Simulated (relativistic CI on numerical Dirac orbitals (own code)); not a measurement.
Computed by Dirac-Coulomb-Breit CI, separate exchange-only KLI orbitals for each configuration, a model potential for QED, unscaled Slater integrals (own radial code, finite nucleus).

Configurations in the expansion: 1s2, 1s 2s, 1s 2p, 1s 3s, 1s 3p, 1s 3d, 1s 4s, 1s 4p, 1s 4d, 1s 4f, 1s 5s, 1s 5p, 1s 5d, 1s 5f, 1s 5g, 1s 6s, 1s 6p, 1s 6d, 2s2. Levels of other configurations are missing.

At this charge energies of transitions that change n are usually good to better than 1 %, and those within a shell (Δn = 0) to a few per cent.

Outline of the computed level scheme of Os LXXV. Lowest level of each configuration: 1s2 1S_0 at 0.0 eV; 1s 2s 3S_1 at 62531.7 eV; 1s 2p 3P°_1 at 62651.2 eV; 1s 3s 3S_1 at 74674.3 eV; 1s 3p 3P°_1 at 74706.0 eV; 1s 3d 3D_2 at 75245.5 eV; 1s 4s 3S_1 at 78833.0 eV; 1s 4p 3P°_1 at 78845.7 eV; 1s 4d 3D_2 at 79071.6 eV.

Some strong electric-dipole decays among the lowest 27 levels: 1s 2p 1P°_1 → 1s2 1S_0 (2.5e+16 s⁻¹); 1s 2p 3P°_1 → 1s2 1S_0 (1.4e+16 s⁻¹); 1s 3p 1P°_1 → 1s2 1S_0 (7.1e+15 s⁻¹); 1s 3p 3P°_1 → 1s2 1S_0 (3.3e+15 s⁻¹); 1s 4p 1P°_1 → 1s2 1S_0 (2.9e+15 s⁻¹); 1s 3d 3D_3 → 1s 2p 3P°_2 (2.0e+15 s⁻¹); 1s 3d 3D_2 → 1s 2p 3P°_1 (1.9e+15 s⁻¹); 1s 3d 1D_2 → 1s 2p 1P°_1 (1.8e+15 s⁻¹).

LS names give the leading component of a level, which can be under half, so a name can repeat, a term be missing and a line seem to break the LS rules.
